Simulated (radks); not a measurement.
Results of a calculation; reference values are marked as such.
These are the eigenvalues of the occupied orbitals of an atom or ion with whole-number occupations (Ry). Level of theory: scalar-relativistic Kohn-Sham, PBE, spin-polarised, spherical densities, finite nucleus; Fermi nuclear charge, rms radius of each element as measured or else 0.836 A^(1/3) + 0.57 fm (a radial shooting solver on a logarithmic mesh with Libxc functionals).

orbital  eigenvalue
1s up     -134.0338
1s down   -134.0208
2s up     -12.93400
2s down   -12.90989
2p up      -9.70995
2p down    -9.68597
3s up      -2.96948

Which element is it, and in what charge state? The configuration may be excited. Open shells, if any, are filled with parallel spins first.

Answer. Z = 14, silicon, charge +3: Si3+ in [Ne] 3s1. The list shows which subshells hold electrons but not how many an open one holds; the 1s level, -67.017 hartree, gives Z - s = 11.6 by -(Z - s)^2/2, which with screening and relativity narrows Z to a few neighbours, and the depths of the outer levels then fix element, charge and occupations together.
